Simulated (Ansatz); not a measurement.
Ansatz (a quantum-chemistry and plane-wave program) input:

Ansatz 0.2 input:
```yaml
crystal:
  periodic: [false, false, false]
  atoms:
    - {symbol: Ge, position_ang: [0.01086032, -0.00616844, 0.41757255]}
    - {symbol: F, position_ang: [0.63163470, 1.16043427, -0.74230093]}
    - {symbol: F, position_ang: [-0.67024917, -1.13850205, -0.74240146]}
basis:
  gaussian:
    orbitals: def2-TZVPD
hamiltonian:
  xc: {name: B3LYP}
magnetization: {spin_polarized: true, initial_magnetization: 2}
```

Predict the final energy.

-2276.77412 Eh (B3LYP/def2-TZVPD). The basis has 134 functions.

This state (charge 0, triplet) is run at the relaxed geometry of the species with charge 0 and multiplicity 1, and is a spin state other than that species' own.
